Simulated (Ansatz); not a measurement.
`C=C[Si](O)(O)O` + `C=C=C(Cl)O[SiH3]` → `C=C[Si](O)(O)O[SiH3]` + `C=C=C(O)Cl`  (formal exchange of groups at the Si–O bond)

Gas-phase electronic energies from Ansatz, PBE0-D4/def2-TZVP geometries. CCSD(T)/CBS is the MP2 limit (def2-TZVPP, def2-QZVPP) plus CCSD(T) − MP2 in def2-TZVPP, frozen cores. Functionals use def2-TZVPP. One conformer a species, not always the lowest.

```
        level  ΔE (kJ/mol)
       B2PLYP        -18.7
MP2/CBS(def2)        -16.2
```

**Question.** What does CCSD(T)/CBS give? (Best estimate.)

**Answer.** The calculation gave: -18.5 kJ/mol. The listed levels differ from it by -0.2, 2.3 kJ/mol.

Largest T1 diagnostic among the species: 0.012.

In def2-TZVPP, CCSD(T) changes the Hartree–Fock value by +7.9 kJ/mol (the triples alone add +1.5 kJ/mol) and MP2 by +10.2 kJ/mol.
